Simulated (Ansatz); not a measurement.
C₂H₉AlOSi (`C[SiH](C)[AlH][OH]`), charge 0, multiplicity 1.

Task: Give a relaxed structure at PBE0-D4/def2-TZVP (Ansatz). (Estimate.)

Result: Computed: 
Z-matrix (Å, degrees):
```
C
Si 1 1.881
H 1 1.093 2 110.8
H 1 1.093 2 110.8 3 -120.1
H 1 1.092 2 111.0 3 120.4
C 2 1.886 1 110.3 3 58.2
Al 2 2.455 1 111.9 3 -176.5
H 2 1.499 1 108.1 3 -58.7
H 6 1.093 2 110.5 1 -58.2
H 6 1.093 2 111.1 1 61.5
H 6 1.092 2 111.4 1 -178.2
O 7 1.704 2 115.9 1 10.6
H 7 1.596 2 126.7 1 -169.8
H 12 0.956 7 122.6 2 178.8
```
This is one stationary point; other conformers may exist.
